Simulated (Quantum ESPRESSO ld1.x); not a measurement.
Values are calculated unless marked as measured or tabulated.
All-electron atom: B III in [He] 2s1. Code: ld1.x of Quantum ESPRESSO 7.5. Model: non-relativistic Kohn-Sham, PBEsol, spin-unpolarised, spherical densities, point nucleus; without spin polarisation the odd electron is poorly described.

Radial electron density D(r) = 4 pi r^2 rho(r):

```
   r/bohr * D(r) (the largest magnitude, 5.04, reaches the edge; | marks zero)
  0.02479 |    *
   0.0275 |     *
  0.03027 |      *
  0.03359 |       *
  0.03698 |        *
  0.04103 |          *
  0.04516 |            *
  0.05011 |              *
  0.05516 |                *
  0.06121 |                   *
  0.06792 |                      *
  0.07476 |                         *
  0.08296 |                            *
  0.09132 |                                *
   0.1013 |                                    *
   0.1115 |                                       *
   0.1238 |                                           *
   0.1362 |                                              *
   0.1512 |                                                 *
   0.1677 |                                                    *
   0.1846 |                                                     *
   0.2049 |                                                      *
   0.2255 |                                                      *
   0.2502 |                                                    *
   0.2754 |                                                  *
   0.3056 |                                              *
   0.3364 |                                          *
   0.3733 |                                    *
   0.4142 |                               *
   0.4559 |                         *
   0.5059 |                    *
   0.5569 |               *
   0.6179 |           *
   0.6802 |        *
   0.7547 |      *
   0.8307 |      *
   0.9218 |     *
    1.023 |      *
    1.126 |      *
    1.249 |      *
    1.375 |      *
    1.526 |      *
     1.68 |      *
    1.864 |     *
    2.051 |   *
    2.276 |  *
    2.526 | *
     2.78 |*
    3.085 |*
    3.396 *
    3.768 *
    4.148 *
    4.602 *
    5.066 *
    5.621 *
```

D(r) has 2 maxima, at r = 0.208, 1.35 bohr, and minima at 0.914 bohr, inside which lie 2.08 electrons.
